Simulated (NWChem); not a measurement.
Molecule: ZnBrF; SMILES [F][Zn][Br]

```xyz
3

Zn    -0.2153     0.7148     0.0000
F     -0.5486     2.4215     0.0000
Br     0.2101    -1.4638     0.0000
```
Atoms are numbered in this order, from 1.

Geometry: optimised at PBE0/def2-SVP.

Spin-orbit effects, on the heavy nuclei and on their neighbours, are missing.

Give the principal values of the shielding tensors (ppm) of Zn1, F2, Br3 from PBE0/pcSseg-1, GIAO (NWChem), with their diamagnetic and paramagnetic parts as GIAO splits them.


| atom | σ11 | σ22 | σ33 | isotropic | diamagnetic | paramagnetic |
|---|---|---|---|---|---|---|
| Zn1 | 1358.9 | 1358.9 | 2530.2 | 1749.3 | 2521.1 | -771.8 |
| F2 | 352.7 | 352.8 | 491.7 | 399.1 | 467.5 | -68.4 |
| Br3 | 2905.3 | 2905.4 | 3131.6 | 2980.8 | 3122.2 | -141.4 |
